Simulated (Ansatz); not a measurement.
Born–Oppenheimer molecular dynamics of a periodic cell of 28 atoms, H₃CS₂N (contents 4 CS2 + 4 NH3, density as packed 1.11 g/cm³ with natural masses). It goes on from the last frame of an earlier run, with new velocities.

All numbers below come from Ansatz 0.2.0, DFT PBE, scalar-relativistic, plane waves, PAW. Settings: accuracy low, cutoff 420 eV, k mesh 1x1x1, fermi-dirac smearing 0.02 eV, no spin polarisation.

```yaml
ensemble: NPT, Langevin
time_step: 1.5 fs
steps_asked: 200
set_temperature: 350 K
friction: 0.02 /fs
pressure: 0 GPa
seed: 283386
```

Frames 30 fs apart, positions in Å.

Velocities at 45.0 fs (Å/ps):

```
S 3.45 -0.94 2.29
C -5.57 0.15 6.63
S -3.97 3.08 3.27
S -1.72 6.65 3.69
C -7.03 1.07 4.83
S -2.60 -2.55 1.34
S 4.17 0.94 2.19
C -5.55 -0.55 -12.91
S 1.70 -0.97 -2.34
S -1.62 -4.18 -1.92
C 0.23 2.70 -5.65
S 1.41 5.35 2.57
N -0.69 1.72 2.25
H 15.24 36.48 5.46
H 20.70 28.48 25.52
H 9.55 8.26 7.73
N -5.41 4.95 -8.57
H 10.57 -3.44 -11.03
H 7.42 -3.66 5.32
H -15.73 -2.88 -3.57
N -9.72 -4.47 8.21
H -10.72 -1.53 12.59
H 4.21 4.04 -16.45
H -10.21 1.22 7.95
N 6.75 6.07 -4.18
H -5.68 -19.25 -17.96
H 3.69 -13.04 -4.32
H -5.36 4.28 12.23
```

```xyz
28
Lattice="8.2203 0.0101 0.0266 0.0101 8.3833 0.0805 0.0266 0.0805 8.3163" Properties=species:S:1:pos:R:3 time_fs=45.0 energy_less_start_eV=-0.135 T=342
S 2.020 1.065 6.979
C 2.399 1.563 5.598
S 2.713 2.189 4.190
S 4.489 7.199 4.769
C 5.597 8.105 5.485
S 6.618 9.093 6.162
S 5.413 5.153 2.503
C 6.551 5.964 1.852
S 7.712 6.872 1.244
S 1.403 5.816 5.995
C 0.334 4.714 5.499
S -0.776 3.676 5.349
N 4.572 3.775 7.120
H 3.918 3.212 7.703
H 4.975 4.461 7.742
H 4.054 4.352 6.483
N 5.172 1.496 1.393
H 5.779 1.034 2.085
H 4.209 1.585 1.798
H 5.114 0.907 0.597
N 2.544 5.926 2.038
H 2.730 6.898 2.220
H 2.998 5.785 1.160
H 1.518 5.911 1.849
N 0.736 2.850 1.390
H 0.924 3.537 0.683
H -0.157 2.563 1.107
H 0.765 3.383 2.242
28
Lattice="8.2703 -0.0062 -0.0429 -0.0062 8.6222 0.1895 -0.0429 0.1895 8.5163" Properties=species:S:1:pos:R:3 time_fs=75.0 energy_less_start_eV=-0.207 T=347
S 1.948 1.034 7.221
C 2.180 1.739 5.801
S 2.578 2.331 4.414
S 4.414 7.529 5.038
C 5.506 8.473 5.704
S 6.596 9.318 6.480
S 5.504 5.337 2.547
C 6.574 6.175 1.791
S 7.740 7.040 1.210
S 1.397 6.050 6.099
C 0.385 4.863 5.832
S -0.866 3.938 5.500
N 4.517 4.035 7.319
H 3.700 3.693 7.752
H 5.175 4.243 8.118
H 4.198 4.863 6.793
N 5.125 1.603 1.189
H 5.861 0.897 1.357
H 4.532 1.672 1.995
H 4.501 1.360 0.402
N 2.380 6.024 2.174
H 2.747 6.787 2.808
H 2.564 6.294 1.210
H 1.383 6.076 2.239
N 0.703 3.069 1.277
H 1.087 3.745 0.683
H -0.216 2.780 0.952
H 0.404 3.522 2.166
28
Lattice="8.3027 0.0351 -0.0764 0.0351 8.8189 0.2528 -0.0764 0.2528 8.7038" Properties=species:S:1:pos:R:3 time_fs=105.0 energy_less_start_eV=-0.125 T=394
S 1.782 1.081 7.400
C 2.248 1.622 6.015
S 2.494 2.395 4.692
S 4.509 7.847 5.220
C 5.551 8.681 5.997
S 6.642 9.552 6.648
S 5.582 5.553 2.479
C 6.678 6.566 2.000
S 7.789 7.410 1.204
S 1.391 6.181 6.180
C 0.272 5.180 6.006
S -0.794 4.140 5.627
N 4.523 4.204 7.500
H 3.542 3.873 7.286
H 4.952 3.627 8.253
H 4.426 5.160 7.862
N 5.169 1.842 1.002
H 5.954 1.226 0.960
H 4.877 1.820 1.968
H 4.494 1.373 0.403
N 2.455 6.233 2.207
H 2.762 6.928 2.858
H 2.688 6.490 1.191
H 1.441 6.262 2.245
N 0.648 3.086 1.196
H 1.206 3.655 0.497
H -0.311 3.351 0.883
H 0.946 3.482 2.043
28
Lattice="8.4564 0.1251 0.0005 0.1251 9.0571 0.2526 0.0005 0.2526 8.9263" Properties=species:S:1:pos:R:3 time_fs=135.0 energy_less_start_eV=0.094 T=428
S 1.817 1.204 7.656
C 2.208 1.712 6.269
S 2.595 2.437 4.922
S 4.670 8.065 5.454
C 5.900 8.848 6.074
S 6.910 9.795 6.804
S 5.858 5.808 2.509
C 6.871 6.852 1.907
S 7.904 7.824 1.349
S 1.564 6.442 6.271
C 0.286 5.447 5.924
S -0.708 4.295 5.804
N 4.793 4.404 7.785
H 3.940 4.341 7.153
H 4.809 3.608 8.382
H 4.745 5.225 8.425
N 5.290 1.939 0.850
H 6.231 1.999 1.216
H 4.720 1.873 1.769
H 5.191 0.915 0.692
N 2.645 6.522 2.280
H 2.969 7.049 3.105
H 3.231 6.858 1.426
H 1.617 6.530 2.082
N 0.901 3.143 1.047
H 1.724 3.531 0.498
H 0.243 3.917 1.203
H 1.292 3.058 2.013
28
Lattice="8.4450 0.1885 0.0838 0.1885 9.3132 0.1732 0.0838 0.1732 9.0737" Properties=species:S:1:pos:R:3 time_fs=165.0 energy_less_start_eV=0.054 T=336
S 1.793 1.260 7.813
C 2.144 1.875 6.461
S 2.669 2.415 5.082
S 4.686 8.231 5.445
C 5.839 9.114 6.093
S 6.936 9.872 6.914
S 5.927 6.020 2.406
C 6.959 7.046 1.812
S 7.895 8.280 1.422
S 1.574 6.651 6.173
C 0.575 5.486 5.933
S -0.655 4.494 5.896
N 4.822 4.699 8.043
H 4.110 4.781 7.318
H 4.668 3.818 8.551
H 4.521 5.532 8.558
N 5.265 1.711 0.822
H 5.879 2.558 0.826
H 4.747 1.860 1.677
H 5.952 1.025 1.026
N 2.744 6.652 2.360
H 3.021 7.460 3.043
H 3.451 6.481 1.651
H 1.859 6.901 1.812
N 1.104 3.134 0.966
H 2.049 3.369 0.589
H 0.710 4.041 1.227
H 1.281 2.661 1.922
28
Lattice="8.3790 0.2301 0.1414 0.2301 9.4549 0.1644 0.1414 0.1644 9.2152" Properties=species:S:1:pos:R:3 time_fs=195.0 energy_less_start_eV=-0.102 T=296
S 1.791 1.337 7.993
C 2.319 1.875 6.600
S 2.712 2.549 5.249
S 4.718 8.384 5.481
C 5.778 9.150 6.306
S 6.894 9.963 7.026
S 5.975 6.175 2.288
C 6.843 7.361 1.903
S 7.803 8.480 1.440
S 1.629 6.795 6.127
C 0.561 5.667 6.139
S -0.579 4.600 6.023
N 4.848 5.016 8.139
H 4.055 5.036 7.518
H 4.647 4.152 8.622
H 4.792 5.791 8.799
N 5.257 1.619 0.834
H 5.314 2.462 0.259
H 5.435 1.852 1.807
H 6.075 1.045 0.698
N 2.721 6.688 2.204
H 2.914 7.522 2.815
H 3.271 6.803 1.375
H 1.702 6.886 1.939
N 1.209 3.153 0.946
H 2.230 3.201 0.878
H 0.994 3.859 1.690
H 0.906 2.189 1.263
28
Lattice="8.3120 0.3443 0.1823 0.3443 9.5793 0.1329 0.1823 0.1329 9.2576" Properties=species:S:1:pos:R:3 time_fs=225.0 energy_less_start_eV=-0.181 T=305
S 1.822 1.274 7.983
C 2.331 1.917 6.692
S 2.814 2.631 5.387
S 4.783 8.633 5.394
C 5.895 9.345 6.280
S 6.980 10.134 7.031
S 5.967 6.306 2.282
C 6.884 7.524 1.856
S 7.784 8.729 1.326
S 1.764 6.904 6.048
C 0.572 5.814 5.958
S -0.457 4.653 6.008
N 4.886 5.240 8.307
H 4.251 5.192 7.495
H 4.354 4.957 9.096
H 4.903 6.257 8.489
N 5.208 1.722 0.915
H 5.051 2.423 0.218
H 6.075 2.105 1.446
H 5.456 0.904 0.338
N 2.800 6.907 2.124
H 3.012 7.649 2.723
H 2.923 7.345 1.216
H 1.802 6.689 2.258
N 1.344 3.380 0.992
H 2.307 3.060 1.129
H 1.112 4.004 1.819
H 0.765 2.523 1.092
28
Lattice="8.2040 0.3869 0.2915 0.3869 9.7630 0.1046 0.2915 0.1046 9.3160" Properties=species:S:1:pos:R:3 time_fs=255.0 energy_less_start_eV=-0.197 T=278
S 1.989 1.174 8.079
C 2.441 1.986 6.794
S 2.996 2.646 5.497
S 4.862 8.893 5.387
C 5.954 9.662 6.216
S 7.034 10.333 7.215
S 6.027 6.435 2.275
C 6.990 7.545 1.801
S 7.763 8.851 1.354
S 1.795 7.017 6.014
C 0.892 5.756 5.946
S -0.320 4.784 5.973
N 4.806 5.390 8.532
H 4.007 5.251 7.864
H 4.255 5.622 9.398
H 5.260 6.265 8.248
N 5.059 1.800 0.888
H 5.215 2.313 0.020
H 5.955 1.867 1.431
H 4.922 0.811 0.711
N 2.853 7.310 2.024
H 3.110 8.133 2.491
H 2.329 7.363 1.179
H 2.402 6.771 2.723
N 1.450 3.595 1.087
H 2.196 2.952 1.355
H 1.558 4.440 1.670
H 0.570 3.202 1.452
```

Of the whole run (300 fs, mean temperature of the second half 324 K): The conserved energy stayed within 3.4 meV per atom of its start (net change 1.8 meV per atom), so there is no drift, though single steps change it by up to 77 meV in the whole system, a sign of fast motions only just resolved. A step of 1.5 fs is long for free X–H stretches (periods near 10 fs) and can bias their spread and the temperature. A run of 0.3 ps of so small a system gives no equilibrium averages. Limits of this set-up: coarse k mesh, low accuracy level. The cell's volume went from 556 to 732 Å³.

Run time: 14 min on 1 thread of Intel(R) Xeon(R) Platinum 8375C CPU @ 2.90GHz (Ice Lake) (shared host), peak memory 0.71 GiB.
